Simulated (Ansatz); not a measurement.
`O[SiH2][SiH2]CF` + `O[SiH2]S` → `O[SiH2]O[SiH2]S` + `FC[SiH3]`  (cleavage of the Si–Si bond)

Gas-phase electronic energies from Ansatz, PBE0-D4/def2-TZVP geometries. CCSD(T)/CBS adds triple-zeta CCSD(T) − MP2 to the extrapolated MP2 energy (def2 sets, frozen cores). DFT in def2-TZVPP. One conformer a species, not always the lowest.

```csv
level,ΔE (kJ/mol),difference from CCSD(T)/CBS
PBE-D4,-114.9,27.0
r2SCAN-D4,-135.0,6.9
PBE0-D4,-124.3,17.6
r2SCAN,-134.3,7.6
PBE0,-121.7,20.2
HF/def2-TZVPP,-162.1,-20.2
CCSD/def2-TZVPP,-144.7,-2.8
CCSD(T)/def2-TZVPP,-142.2,-0.3
HF/def2-QZVPP,-164.3,-22.4
MP2/def2-QZVPP,-149.7,-7.8
CCSD(T)/CBS,-141.9,0
```

Largest T1 diagnostic among the species: 0.012.

In def2-TZVPP, CCSD(T) changes the Hartree–Fock value by +19.8 kJ/mol (the triples alone add +2.4 kJ/mol) and MP2 by +13.0 kJ/mol. The D4 term adds −4.9 kJ/mol with B3LYP and −2.6 kJ/mol with PBE0; it sums over pairs of atoms, weighted by their polarisabilities, and B3LYP, whose exchange is more repulsive, gets the larger term. From PBE to PBE0 (25 % exact exchange), in def2-TZVPP and without D4, ΔE moves by −9.8 kJ/mol.

B3LYP here is the variant with VWN-RPA as its local correlation; programs differ in this.
